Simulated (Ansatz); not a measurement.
Ideal-gas functions of GeH$_{4}$SSi (`[SiH2]1[S][GeH2]1`) at 400 K and 1 bar, from an Ansatz frequency run at PBE0-D4/def2-TZVP.

Molar mass 136.8 g/mol, point group Cs (symmetry number 1), electronic degeneracy 1, moments of inertia 80.586, 152.221, 220.163 u Å². Harmonic wavenumbers (cm⁻¹, unscaled): 297, 383, 385, 515, 526, 562, 579, 592, 709, 852, 945, 2164, 2176, 2234, 2250.

Use S(trans) = R[1.5 ln M + 2.5 ln T − 1.1517]; rotational temperatures θ = 24.2544 K / I; S(rot) = R[ln(√π/σ · √(T³/θAθBθC)) + 1.5]; for each mode x = 1.438777 ν̃/T, S = R[x/(eˣ − 1) − ln(1 − e⁻ˣ)] and H = RT x/(eˣ − 1); 1 cm⁻¹ = 0.0119627 kJ/mol; R = 8.31446 J/(mol·K).

Question: By hand: the entropy, in J/(mol·K).

Answer: Translation 176.3. Rotation: θ = 0.301, 0.1593, 0.1102 K, giving 113.8. Vibration, mode by mode: 8.15, 6.28, 6.24, 4.28, 4.15, 3.75, 3.57, 3.44, 2.47, 1.64, 1.26, 0.03, 0.03, 0.02, 0.02, in all 45.3. Electronic 0.0. Sum 335.4 J/(mol·K).

Question: By hand: H − E and G − E in kJ/mol, counted from the electronic energy.

Answer: Zero-point energy ½ × 15169 × 0.0119627 = 90.7; thermal vibration 11.8; translation, rotation and pV give 4 RT = 13.3. H − E = 115.8 kJ/mol, and G − E = 115.8 − 400 × 335.4/1000 = -18.4 kJ/mol.

Vibration gives 14 % of the entropy.
